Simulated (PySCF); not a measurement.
I³⁺: interval between two levels

I³⁺ [Kr] 4d10 5s2 5p2 [3P2, M_J = 2] → I³⁺ [Kr] 4d10 5s1 5p2 6s1 [5P3, M_J = 3], as a difference of total energies. Computed with PySCF 2.14 in x2c-TZVPall-2c with one added diffuse shell each of s, p, d, f type (9s10p6d3f, 90 functions), with the two-component X2C-1e Hamiltonian. Correlated levels: [Ar] 3d10 frozen; the 6 highest virtual spinors dropped. "Screened" scales the spin-orbit matrix elements by Boettger's factors to mimic the two-electron term; Breit and QED terms are absent.

```
                    method  interval between two levels (cm⁻¹)
           GHF (spin-free)                              210590
          GMP2 (spin-free)                              225360
 GHF (screened spin-orbit)                              212860
GMP2 (screened spin-orbit)                              226870
```

The labels give the starting determinants; with spin-orbit coupling the two ends relaxed to ⟨J²⟩ = 6.01, ⟨L²⟩ = 2.90, ⟨S²⟩ = 1.60 and ⟨J²⟩ = 12.25, ⟨L²⟩ = 2.57, ⟨S²⟩ = 5.74.
